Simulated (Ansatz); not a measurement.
Reaction (formal exchange of groups at the Si–N bond): `O/C=N/[SiH2]Cl` + `CS[SiH](Cl)Cl` → `Cl[SiH2]S[SiH](Cl)Cl` + `C/N=C/O`

Gas-phase electronic energies from Ansatz, PBE0-D4/def2-TZVP geometries. CBS: MP2 limit from def2 TZ/QZ plus the TZ coupled-cluster correction, frozen cores. Double bonds are as drawn, so ΔE can hold a change between cis and trans. Functionals use def2-TZVPP. B3LYP here is the variant with VWN-RPA as its local correlation; programs differ in this. One conformer a species, not always the lowest.

| level | ΔE (kcal/mol) | difference from CCSD(T)/CBS |
| --- | --- | --- |
| PBE-D4 | 2.7 | -1.6 |
| r2SCAN-D4 | 4.5 | 0.2 |
| B3LYP-D4 | 4.3 | 0.0 |
| PBE | 3.5 | -0.8 |
| PBE0 | 3.8 | -0.5 |
| B3LYP | 5.7 | 1.4 |
| CCSD(T)/def2-TZVPP | 4.3 | 0.0 |
| SCS-MP2/def2-QZVPP | 4.9 | 0.6 |
| HF/CBS(def2) | 7.4 | 3.1 |
| MP2/CBS(def2) | 4.5 | 0.2 |
| CCSD(T)/CBS | 4.3 | 0 |

Largest T1 diagnostic among the species: 0.013.

In def2-TZVPP, CCSD(T) changes the Hartree–Fock value by −2.9 kcal/mol (the triples alone add −0.3 kcal/mol) and MP2 by −2.7 kcal/mol. The D4 term adds −1.3 kcal/mol with B3LYP and −0.8 kcal/mol with PBE0; it sums over pairs of atoms, weighted by their polarisabilities, and B3LYP, whose exchange is more repulsive, gets the larger term.
